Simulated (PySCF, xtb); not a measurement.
C₄H₈OSi, SMILES O1[C@H](C=C1C)[SiH3].

Harmonic wavenumbers (cm⁻¹) from GFN2-xTB (xtb 6.7.1) at its own minimum, in rising order: 79, 101, 114, 193, 297, 326, 515, 527, 557, 694, 711, 754, 764, 774, 789, 967, 980, 992, 1025, 1062, 1101, 1159, 1204, 1262, 1389, 1456, 1468, 1706, 2261, 2290, 2293, 2955, 3002, 3017, 3053, 3189.

Q: What does B3LYP-D3(BJ)/def2-SVP (PySCF 2.14.0) give at its own minimum? (The exact figures need the calculation; the answer reports its results.)

A: 105, 144, 162, 217, 305, 348, 526, 584, 637, 697, 709, 802, 895, 925, 948, 954, 961, 966, 1048, 1065, 1138, 1178, 1225, 1293, 1393, 1438, 1453, 1712, 2216, 2225, 2245, 3029, 3063, 3098, 3144, 3277. Paired by order, the mean absolute difference is 44 cm⁻¹ and the zero-point energies are 64.4 and 65.9 kcal/mol.
